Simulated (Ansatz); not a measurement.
The same path of a periodic cell of 24 atoms, Ge8H3N (surface Ge(111), partly H-covered, underside capped with H, adsorbate N2) was run twice with different band settings.

The calculation used DFT PBEsol, scalar-relativistic, plane waves, PAW (Ansatz). Settings: PAW set soft_1, cutoff 420 eV, k mesh 2x2x1, gaussian smearing 0.05 eV, no spin polarisation.

Relaxed end points:

```xyz
24
Lattice="8.0044 0.0000 0.0000 4.0022 6.9321 0.0000 0.0000 0.0000 18.1748" Properties=species:S:1:pos:R:3
H 2.001 1.155 1.000
H 6.003 1.155 1.000
H 4.002 4.621 1.000
H 8.004 4.621 1.000
Ge 2.001 1.155 2.550
Ge 6.003 1.155 2.550
Ge 4.002 4.621 2.550
Ge 8.004 4.621 2.550
Ge -0.005 2.308 3.358
Ge 3.996 2.315 3.305
Ge 1.971 5.794 3.402
Ge 5.991 5.778 3.339
Ge 0.083 2.132 5.782
Ge 4.117 2.279 5.728
Ge 2.340 5.711 5.878
Ge 5.978 5.763 5.782
Ge 0.143 0.003 7.110
Ge 4.167 -0.143 5.880
Ge 2.054 3.361 6.515
Ge 6.122 3.426 6.507
H 2.120 3.330 8.068
H 6.014 3.421 8.057
N 4.869 0.484 10.121
N 4.329 0.227 9.197
```

```xyz
24
Lattice="8.0044 0.0000 0.0000 4.0022 6.9321 0.0000 0.0000 0.0000 18.1748" Properties=species:S:1:pos:R:3
H 2.001 1.155 1.000
H 6.003 1.155 1.000
H 4.002 4.621 1.000
H 8.004 4.621 1.000
Ge 2.001 1.155 2.550
Ge 6.003 1.155 2.550
Ge 4.002 4.621 2.550
Ge 8.004 4.621 2.550
Ge -0.006 2.314 3.305
Ge 3.997 2.309 3.359
Ge 1.989 5.777 3.340
Ge 5.974 5.793 3.401
Ge 0.113 2.279 5.728
Ge 4.083 2.131 5.782
Ge 1.974 5.764 5.783
Ge 6.341 5.711 5.877
Ge 0.164 -0.144 5.872
Ge 4.142 0.003 7.112
Ge 2.118 3.427 6.506
Ge 6.054 3.360 6.515
H 2.010 3.421 8.056
H 6.123 3.328 8.067
N 8.751 0.575 10.134
N 8.278 0.261 9.192
```

Common settings: optimiser quadratic models (default); end points relaxed; atoms held 1 to 8.

| run | movable images | climbing image | spring | start path | force threshold | iteration limit |
| --- | --- | --- | --- | --- | --- | --- |
| 1 | 7 | yes | 2.0 eV/Å² | IDPP | 0.03 eV/Å | 42 |
| 2 | 6 | from the first iteration | 5.0 eV/Å² | default | 0.05 eV/Å | 44 |

(1) What does each run give, and how far can it be trusted?

## Answers

(1) Run 1: converged after 13 iterations, highest image 0.411 eV above the first end. By the program's own check the climbing image is of a kind that is not told: the force calls were inconclusive, a negative curvature could not be distinguished from the path's own, the only one lies far off the path, or fixed occupations may fill a level only in part (lowest curvatures found: -2.13 and 0.09 eV/Å²).
Run 2: converged after 14 iterations, highest image 0.411 eV above the first end. The order of the point at the top wasn't checked.
Limits of this set-up: coarse k mesh, thin slab, slab without dipole correction, no dispersion correction for a molecule that may bind weakly, PAW files made for another functional, a typed lattice constant that wasn't relaxed here.
